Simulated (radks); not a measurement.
Results of a calculation; reference values are marked as such.
Q: The holmium ion Ho9+ is in [Kr] 4d10 4f(5/2: 6, 7/2: 1) 5s2 5p(1/2: 2, 3/2: 1). Code: a radial shooting solver on a logarithmic mesh with Libxc functionals. Model: Dirac Kohn-Sham, BLYP, spin-unpolarised, spherical densities, finite nucleus; Fermi nuclear charge, rms radius of each element as measured or else 0.836 A^(1/3) + 0.57 fm. Sub-shells are occupied by j as written (lower j first in brackets). One electron is removed from 5p3/2, 4f5/2, 4f7/2, 5p1/2 in turn, with full relaxation. Which removal costs least, and what does each cost?

A: 5p3/2 162.91 eV; 5p1/2 171.59 eV; 4f7/2 174.94 eV; 4f5/2 176.33 eV. The 5p3/2 electron leaves first.
